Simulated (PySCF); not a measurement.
C3H4BClO, SMILES C#CB(Cl)OC. The structure is a stationary point at PBE-D3(BJ)/def2-SVP. The structure was generated by enumeration, and PubChem lists no compound with its InChIKey, so it may never have been made. Other conformers were not sampled.

Computed equilibrium geometry at PBE-D3(BJ)/def2-SVP (PySCF confirms it by a frequency run) as bond lengths and angles, and its point group (one conformer of several):
point group Cs.
Atoms: B1 C2 C3 H4 Cl5 O6 C7 H8 H9 H10. Bonded distances (Å): B1–C2 1.529, B1–Cl5 1.789, B1–O6 1.350, C2–C3 1.228, C3–H4 1.082, O6–C7 1.421, C7–H8 1.109, C7–H9 1.109, C7–H10 1.109. Angles (°): C2–B1–Cl5 118.7, C2–B1–O6 119.5, Cl5–B1–O6 121.8, B1–C2–C3 178.6, C2–C3–H4 179.9, B1–O6–C7 126.4, O6–C7–H8 108.6, O6–C7–H9 108.6, O6–C7–H10 112.0, H8–C7–H9 108.5, H8–C7–H10 109.5, H9–C7–H10 109.5.
